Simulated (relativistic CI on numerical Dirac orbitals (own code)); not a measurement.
# What each ingredient does to the levels of Os⁶⁺

Base calculation: Dirac-Coulomb-Breit CI, KLI orbitals optimised for each configuration, model QED (radiative potential, 1s self-energy scaled to tabulated hydrogen-like ionisation energies), unscaled Slater integrals.

Configurations in the expansion (outside the closed core [Kr] 4d10 4f14 5s2): 5p6.5d2, 5p6.5d.6s, 5p6.5d.5f, 5p6.5d.6p, 5p5.5d3, 5p6.6s2, 5p6.5d.5g, 5p6.5f2, 5p6.5d.6d, 5p6.6s.6p, 5p6.5d.7s, 5p6.5d.7p, 5p6.5g2, 5p6.5d.6f, 5p6.6p2. Double excitations out of closed p, d and f shells are left out; levels of such configurations are missing from the list, as are those of other unlisted configurations, and high levels can miss mixing partners.

Variants: (1) P86 correlation estimate; (2) Breit term removed; (3) non-relativistic limit. Shifts of the energy above 5p6.5d2 3F_2, in cm⁻¹, for the lowest level and the first level of each name with at least 55 % of one term (blank where a level changes its place among those of its configuration and J or its character, or is not in the variant):

```tsv
Level	Base	Δ(1)	Δ(2)	Δ(3)	Measured
5p6.5d2 3F_2	0.0	0.0	0.0	0.0	0.0
5p6.5d2 3F_3	9498.8	-2.0	+268.1	-9498.8	10308.0
5p6.5d2 3F_4	17352.3	-1.6	+423.3	-17352.2	
5p6.5d2 3P_0	17752.9	+7.0	+77.2	-3903.6	15837.0
5p6.5d2 3P_1	23259.7	+4.0	+270.4	-9410.4	22098.0
5p6.5d2 1G_4	32660.6	-0.4	+443.9	-13231.0	31274.0
5p6.5d2 3P_2	33429.8	+16.4	+560.4	-19580.5	33127.0
5p6.5d2 1S_0	60772.0	+46.1	+507.5	-14227.3	57710.0
5p6.5d.6s 3D_1	131667.8	+5012.9	-82.9	+44014.6	129301.0
5p6.5d.6s 3D_2	133985.4	+5009.5	-54.0	+41697.0	131416.0
5p6.5d.6s 3D_3	143882.7	+5012.9	+221.1	+31799.7	142163.0
5p6.5d.6s 1D_2	151097.1	+5000.2	+209.6	+31127.0	148023.0
5p6.5d.6p 3F°_2	208850.1	+5939.8	-316.9		
5p6.5d.6p 3D°_1	213040.6	+5942.2	-289.8	+29885.8
```

At this charge configurations can still be misplaced by up to about 7 % of their energy. Terms inside the open d or f shell come out 10 to 20 % too wide with unscaled integrals. Levels and lines within the n = 5 or 6 shells can be off by up to 10 % or somewhat more, and those that change n by about 2 %, since core polarisation is missing. 10 of the 11 excited levels that our extract of the measured tables holds in this range could be paired (the sources list more); they are missed by 1837 cm⁻¹ on average and 3074 at most, and levels without a partner can miss by more. Some levels of the ground configuration have no partner and can miss by 10 % or more. Levels that differ in their count of f electrons can be misplaced by several ten thousand cm⁻¹, since the correlation energy of f electrons is missing or only estimated; rates across such gaps can be off by orders of magnitude.

Measured levels: van het Hof, Joshi, Wyart and Sugar, J. Res. Natl. Inst. Stand. Technol. 100, 687 (1995).

Ionisation energy from the two ground configurations alone: base 85.52 eV; P86 correlation estimate 86.86 eV; Breit term removed 85.55 eV. The NIST ASD value (theoretical) is 85.1 eV.

LS names give the leading component of a level, which can be under half, so a name can repeat, a term be missing and a line seem to break the LS rules.
